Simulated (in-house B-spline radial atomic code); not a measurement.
## Ionising Ca2+ with different functionals

Computed with a B-spline radial code for spherical atoms: scalar-relativistic (spin-free X2C) Hamiltonian, Fermi nucleus of rms radius 3.4776 fm, spin-polarised at highest spin, spherical fractional occupations for the functionals, and exact exchange of hybrids averaged over the configuration. The ionisation energy is the difference of two self-consistent energies, [Ne] 3s2 3p6 → [Ne] 3s2 3p5, without Breit or QED terms; ε is the level of the shell that loses the electron (its least bound occupied spin orbital).

```json
{"method": "PBE0", "rung": "global hybrid", "ΔSCF (eV)": "50.98", "-ε(3p) (eV)": "45.37"}
{"method": "B3LYP", "rung": "global hybrid", "ΔSCF (eV)": "51.00", "-ε(3p) (eV)": "44.93"}
{"method": "TPSSh", "rung": "global hybrid", "ΔSCF (eV)": "51.11", "-ε(3p) (eV)": "44.19"}
{"method": "BHandHLYP", "rung": "global hybrid", "ΔSCF (eV)": "50.88", "-ε(3p) (eV)": "47.52"}
{"method": "r2SCAN0", "rung": "global hybrid", "ΔSCF (eV)": "51.33", "-ε(3p) (eV)": "45.83"}
{"method": "B97-1", "rung": "global hybrid", "ΔSCF (eV)": "50.92", "-ε(3p) (eV)": "44.91"}
{"method": "HSE06", "rung": "range-separated hybrid", "ΔSCF (eV)": "50.97", "-ε(3p) (eV)": "44.94"}
{"method": "wB97X", "rung": "range-separated hybrid", "ΔSCF (eV)": "50.88", "-ε(3p) (eV)": "47.91"}
{"method": "CAM-B3LYP", "rung": "range-separated hybrid", "ΔSCF (eV)": "50.96", "-ε(3p) (eV)": "46.87"}
{"method": "LC-wPBE", "rung": "range-separated hybrid", "ΔSCF (eV)": "51.03", "-ε(3p) (eV)": "48.33"}
```

Among the functionals, which spreads more, the ΔSCF values or the orbital energies?

The orbital energies: ΔSCF values span about 0.45 eV and the orbital energies 4.15 eV; here energy differences depend much less on the functional than eigenvalues do.

How do they compare with the NIST value?

NIST lists 50.913 eV (measured, ground level to ground level). Errors run from -0.03 to +0.42 eV; B97-1 is closest (+0.00 eV), but part of that can be cancellation, since the calculations leave out spin-orbit coupling, Breit-QED terms, multiplet and fine-structure energies.
